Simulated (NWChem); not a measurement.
Molecule: C₄H₄O₂; SMILES C1OCC(C=1)=O

```xyz
10

O     -0.0534     2.0662     0.0000
C      0.0340     0.8617     0.0000
C      1.2065    -0.0106     0.0000
C      0.7430    -1.2795     0.0000
O     -0.5856    -1.4178     0.0000
C     -1.1486    -0.1119     0.0000
H      2.2446     0.3116     0.0000
H      1.2966    -2.2212     0.0000
H     -1.7764     0.0156    -0.8953
H     -1.7764     0.0156     0.8953
```
Atoms are numbered in this order, from 1.

Program: NWChem. Pople sets run with spherical d functions. The geometry was optimised at PBE0/def2-SVP. Isolated, static molecule.

GIAO at B3LYP/6-31G*: principal shieldings of C3 are 18.9, 91.1, 157.1 ppm; an isolated tetramethylsilane molecule has σ = 189.5 ppm at the same levels.

Q: Find the isotropic 13C shift, its principal values, the span and the skew.

A: 
1. σ(iso) = one third of the sum = 89.0 ppm.
2. δ = σ(reference) − σ = 100.5 ppm against tetramethylsilane.
3. δ11, δ22, δ33 = 170.6, 98.4, 32.4 ppm.
4. Span Ω = δ11 − δ33 = 138.2 ppm; skew κ = 3(δ22 − δ(iso))/Ω = -0.04.
